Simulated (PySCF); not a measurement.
# Assigning NMR signals

Mapped SMILES: `[NH3+:1][BH2-:2][CH:3]1[CH2:4][CH2:5][CH2:6]1`. Hydrogens are named by the atom that carries them. Ha(C4), Ha(C5), Ha(C6) are cis to B2 on the ring; Hb(C4), Hb(C5), Hb(C6) are trans to B2 on the ring.

Theory: NMR shieldings at B97-2/pcSseg-1/GIAO, geometry from PBE0-D3(BJ)/def2-SVP, B3LYP/pcJ-1 coupling constants (spin–dipole term only in couplings to heteroatoms), in PySCF (no solvent model, non-relativistic Hamiltonian, equivalent nuclei averaged, a single conformation).

Scale: ¹³C (σ = 183.69 ppm), ¹H (σ = 31.38 ppm) against TMS (reference shieldings calculated alike).

(1) Assign these signals to the numbered atoms. ¹³C{¹H} NMR (computed): δ 27.1 (CH2), 26.4 (CH), 23.2 (CH2).

(2) Assign these signals to the numbered atoms. ¹H NMR (400 MHz, computed): δ 2.53 (br s, 3H), 2.27 (m, 1H), 2.24 (br, 2H), 2.12 (m, 2H), 1.73 (m, 1H), 1.34 (m, 2H), 1.11 (m, 1H).

## Answers

(1) 
| δ (ppm) | atoms | environment | reason |
| --- | --- | --- | --- |
| 27.1 | C4/C6 | sp3 CH2 in a ring | a saturated carbon with 2 carbon neighbours and no heteroatom attached |
| 26.4 | C3 | sp3 CH bonded to B | – |
| 23.2 | C5 | sp3 CH2 in a ring | saturated and bonded to C and H only |

C4/C6 and C3 lie closer than the usual error of such a calculation, so a measured spectrum could show them in the other order.

(2) 
```tsv
δ (ppm)	atoms	environment	reason
2.53	H(N1)	hydrogen on a donor nitrogen of a Lewis adduct	exchangeable, gas-phase position
2.27	Ha(C5)	hydrogen on an sp3 CH2 in a ring	–
2.24	H(B2)	hydrogen on a boron bonded to C, N	–
2.12	Hb(C4)/Hb(C6)	hydrogen on an sp3 CH2 in a ring	–
1.73	Hb(C5)	hydrogen on an sp3 CH2 in a ring	far from electronegative atoms and π systems
1.34	Ha(C4)/Ha(C6)	hydrogen on an sp3 CH2 in a ring	–
1.11	H(C3)	hydrogen on an sp3 CH bonded to B	–
```

Ha(C5) and H(B2) lie closer than the usual error of such a calculation, so a measured spectrum could show them in the other order.

OH/NH shifts are gas-phase values; hydrogen bonding in solution moves them, usually downfield. Hydrogens on boron are broadened and split by ¹¹B (spin 3/2, 80 %) and 10B (spin 3). A carbon bonded to boron is broadened by the quadrupolar boron nucleus and is often missing from a measured spectrum. Multiplet labels drop couplings under 1 Hz and merge nearly equal ones. Couplings among chemically equivalent protons are left out too, so labels in AA′BB′ or AA′XX′ sets are apparent multiplicities. Unscaled 3J(H,H) at this level run about 10 % above measured values. Shifts are as computed. Against solution values, carbons near 30 ppm lie about +1 ppm off and those near 130 ppm about +2 ppm. Of 1211 compounds with measured shifts, 218 miss one by over three times the rms of a fit or turn the order of signals round; such compounds aren't used in these exercises. Couplings to exchangeable protons are dropped. Vicinal H,H couplings across rotating CH2–CH2 and CH–CH2 bonds are estimated from the computed gauche and anti values for equal rotamer populations, (2 J gauche + J anti)/3. 3J across rotatable bonds or in flexible rings reflects this conformer alone.
